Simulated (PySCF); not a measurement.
**Assigning NMR signals**

Bonds (- single, = double, # triple, : aromatic): Si1-C2, C2-C3, C3=C4, C4-C5, C5=C6, C6-Cl7, C6-Si8, Si8-C3. Si1 carries H9, H10, H11; C2 carries H12, H13; C4 carries H14; C5 carries H15; Si8 carries H16, H17.

Calculated, not measured (PySCF 2.14): geometry from GFN2-xTB, shielding tensors at PBE0/pcSseg-1 (GIAO). Non-relativistic Hamiltonian, one averaged value for each set of equivalent atoms, one conformer, in vacuum.

Shifts are taken against calculated references (same method and geometry level): 13C (σref 186.93) and 1H (σref 31.72) against TMS.

**Question.** Assign these signals to the numbered atoms. 13C{1H} NMR (computed): δ 151.7 (CH), 148.7 (C), 147.1 (CH), 146.7 (C), 20.4 (CH2).

**Answer.** 
151.7 → C5, alkene CH: as expected for a trigonal carbon in a double bond
148.7 → C3, fully substituted alkene carbon: as expected for a trigonal carbon in a double bond
147.1 → C4, alkene CH: the olefinic region
146.7 → C6, fully substituted alkene carbon: as expected for a trigonal carbon in a double bond
20.4 → C2, allylic sp3 CH2 bonded to Si

C3 and C4; C4 and C6 lie closer than the usual error of such a calculation, so a measured spectrum could show them in the other order.

**Question.** Assign these signals to the numbered atoms. 1H NMR (400 MHz, computed): δ 6.82 (m, 1H), 6.71 (m, 1H), 4.54 (s, 2H), 3.88 (t, 3H), 2.14 (q, 2H).

**Answer.** 
6.82 → H15, hydrogen on an alkene CH: olefinic region
6.71 → H14, hydrogen on an alkene CH
4.54 → H16/H17, hydrogen on a silicon bonded to 2 C, in a 5-membered ring
3.88 → H9/H10/H11, hydrogen on a silicon bonded to C
2.14 → H12/H13, hydrogen on an allylic sp3 CH2 bonded to Si: allylic position

H15 and H14 lie closer than the usual error of such a calculation, so a measured spectrum could show them in the other order.

Carbons that carry Cl, above all several Cl atoms, come out too deshielded, partly because spin–orbit coupling is missing. Shifts are as computed. Against solution values, carbons near 30 ppm lie about +3 ppm off and those near 130 ppm about +5 ppm; carbons on Cl a further +6 ppm. Of 1211 compounds with measured shifts, 218 miss one by over three times the rms of a fit or turn the order of signals round; such compounds aren't used in these exercises. No couplings were computed; multiplicities are counted from neighbouring protons, with m where these are inequivalent, close in shift, in a saturated or five-membered ring or joined by F or P, and br s for small geminal =CH2 splittings.
